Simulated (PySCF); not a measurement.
**Si (silicon, neutral): UHF calculation**

Configuration: [Ne] 3s2 3p2, high-spin 3P determinant. Calculation: PySCF 2.14, in aug-cc-pV(Q+d)Z (7s6p5d3f2g, 89 functions); no relativity, point nucleus.

```json
{"Total energy": "-288.858464 hartree", "One-electron energy": "-400.5685 hartree", "Hartree (Coulomb) energy": "132.0142 hartree", "Exchange energy": "-20.3041 hartree", "Kinetic energy": "288.85656 hartree", "⟨S²⟩": "2.0156", "⟨L²⟩": "2.047", "Sum of ⟨r⟩": "14.47 bohr", "Sum of ⟨r²⟩": "32.16 bohr²", "Traceless quadrupole moment −½Σ⟨3z² − r²⟩ along its main axis": "3.63 e·bohr²", "Density at the nucleus (Gaussians lack the cusp)": "1750 bohr⁻³", "Spin density at the nucleus": "-0.120 bohr⁻³", "Langevin diamagnetic susceptibility": "-25.5 ×10⁻⁶ cm³/mol"}
```

```json
{"shell": "1s α", "electrons": "1", "mean orbital energy (eV)": "-1872.6", "spread (eV)": "0", "rms radius, mean of both spins (bohr)": "0.129"}
{"shell": "1s β", "electrons": "1", "mean orbital energy (eV)": "-1872.3", "spread (eV)": "0", "rms radius, mean of both spins (bohr)": "0.129"}
{"shell": "2s α", "electrons": "1", "mean orbital energy (eV)": "-167.65", "spread (eV)": "0", "rms radius, mean of both spins (bohr)": "0.614"}
{"shell": "2s β", "electrons": "1", "mean orbital energy (eV)": "-167.34", "spread (eV)": "0", "rms radius, mean of both spins (bohr)": "0.614"}
{"shell": "2p α", "electrons": "3", "mean orbital energy (eV)": "-116.05", "spread (eV)": "0.263", "rms radius, mean of both spins (bohr)": "0.600"}
{"shell": "2p β", "electrons": "3", "mean orbital energy (eV)": "-115.51", "spread (eV)": "0.361", "rms radius, mean of both spins (bohr)": "0.600"}
{"shell": "3s α", "electrons": "1", "mean orbital energy (eV)": "-16.868", "spread (eV)": "0", "rms radius, mean of both spins (bohr)": "2.39"}
{"shell": "3s β", "electrons": "1", "mean orbital energy (eV)": "-12.596", "spread (eV)": "0", "rms radius, mean of both spins (bohr)": "2.39"}
{"shell": "3p α", "electrons": "2", "mean orbital energy (eV)": "-8.200", "spread (eV)": "0", "rms radius, mean of both spins (bohr)": "2.98"}
```

Spin-orbit constants ζ (cm⁻¹) from the X2C one-electron operator on these orbitals (non-relativistic here): bare nucleus, nucleus screened by l(l+1)(2l+1)/3 electrons, and screened by the Breit-Pauli mean field of the electrons.

```csv
shell,bare,screened nucleus,mean field
2p,3835,3287,3038
3p,165.9,142.2,128.4
```

To first order the Landé constant is A = 64.19 cm⁻¹, so the lowest level has J = 0 and lies 0.0159 eV below the centre of the term. This holds in LS coupling only.
